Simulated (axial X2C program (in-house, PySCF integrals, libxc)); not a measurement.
**What spin–orbit coupling does to SrO⁻**

Calculated with an in-house all-electron X2C program for linear molecules (integrals from PySCF). Spin-free means the one-electron spin-free X2C Hamiltonian; two-component (2c) means X2C with spin–orbit coupling and atomic mean-field two-electron Coulomb and Gaunt terms, so the difference of the two also holds small scalar two-electron terms. Basis: Sr dyall-acv3z [14s13p9d6f1g], O dyall-av3z [7s6p3d2f] (cores contracted in-house); Gaussian nuclei, density fitting, unrestricted open shells. Masses: Sr 87.906 u, O 15.995 u.

Spin-free state: M_S = 1/2, Λ = 0 (beyond evenly filled blocks: σα); fragments Sr + O-.

```
level  Re (Å)  ωe (cm⁻¹)  De (eV)  μ (D)
 PBE0   1.953      630.0    3.621  -1.15
```

Dipoles are positive if O is the positive end and refer to the centre of mass.

Two-component determinant lowest at the distance of the search:

Ω = 1/2 (⟨Sz⟩ = 0.50, ⟨Lz⟩ = 0.00 at PBE0); fragments Sr + O-.

```
level  Re (Å)  ωe (cm⁻¹)  De (eV)  μ (D)
 PBE0   1.952      630.4    3.627  -1.14
```

Problem. From the two tables, how do the constants change at the PBE0 level (2c against spin-free)?

Solution. At the PBE0 level Re is unchanged within 0.001 Å and ωe goes up by 0.4 cm⁻¹; De is not compared, since the atomic limits differ or miss part of their spin–orbit lowering.

The state is a single determinant with fixed occupations, the lowest that a limited PBE0 search found. Dissociation energies refer to the lowest single-determinant-based atoms at the same level and basis. Density functionals use the spin component along the axis (collinear). The 2c atoms are single determinants rather than J levels; their spin–orbit lowering is only partly caught, and De is too large by that part. This holds for PBE0. The functionals have no current-density term, which raises determinants with orbital currents, atoms included. The highest occupied level of some functionals is positive through self-interaction error; at Hartree–Fock it is bound.
